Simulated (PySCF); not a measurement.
**CoF2: what the settings change**

CoF2: Co(II) (d7), charge 0. The structure is a PBE0-D3(BJ)/def2-TZVP geometry optimised for multiplicity 4; coordination linear, point group D∞h, metal–donor distances 1.71 Å.

```
3

Co    0.0000    0.0000    0.0000
F     0.0000    0.0000    1.7134
F     0.0000    0.0000   -1.7135
```

Method (PySCF 2.14, density fitting): CASSCF(7,5) with orbitals averaged over all microstates of the shell, strongly contracted NEVPT2 on the averaged canonical orbitals; basis x2c-TZVPall on the metal, x2c-SVPall elsewhere; spin-free X2C; gas phase; spin-orbit coupling by state interaction with the mean-field operator over all roots.

Base run: NEVPT2 ground state 4Φg, next 4Σg- at 371, then 4Δg at 978 cm⁻¹, B(CASSCF) 1149, ζ 505 cm⁻¹, μeff(300 K) 6.36 μB.

Q: What happens with the basis x2c-TZVPall on all atoms?

A: NEVPT2 ground state 4Φg, next 4Σg- at 242, then 4Δg at 951 cm⁻¹, B(CASSCF) 1148, ζ 504 cm⁻¹, μeff(300 K) 6.35 μB. It took 3.4 s against 3.2 s on a shared host of the same kind.

Q: What happens with orbitals averaged over the highest spin alone?

A: NEVPT2 ground state 4Φg, next 4Σg- at 457, then 4Δg at 1175 cm⁻¹, B(CASSCF) 1162, ζ 509 cm⁻¹, μeff(300 K) 6.36 μB.

No frequencies were computed for the optimised geometry.
